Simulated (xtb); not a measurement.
WO2F2, SMILES [F][W]([F])(=[O])=[O], multiplicity 1. All values are semi-empirical tight-binding results from xtb (GFN2-xTB unless named), good for trends rather than for accurate numbers. Geometry: GFN2-xTB. The spin state was assumed, not searched. The isomer is the one that the SMILES or the coordinates give; other isomers of the formula were not compared.

Optimised geometry:

Bonds (Å): W1–O2 1.685, W1–O3 1.685, W1–F4 1.837, W1–F5 1.837. Angles (°): O2–W1–O3 114.0, O2–W1–F4 110.3, O2–W1–F5 110.3, O3–W1–F4 110.3, O3–W1–F5 110.3, F4–W1–F5 100.9.

For metal compounds this method's bond lengths and energies can be far off.

```json
{
 "point_group_as_xtb_finds_it": "C2v",
 "orbital_gap": "3.74 eV",
 "zero_point_energy": "5.1 kcal/mol",
 "G − E(el) at 298.15 K (modified RRHO)": "-14.3 kcal/mol"
}
```

Computed atomic charges and the Wiberg bond orders between heavy atoms:
charges (e) W1 1.47, O2 -0.47, O3 -0.47, F4 -0.26, F5 -0.26. Bond orders W1–O2 2.10, W1–O3 2.10, W1–F4 1.04, W1–F5 1.04.
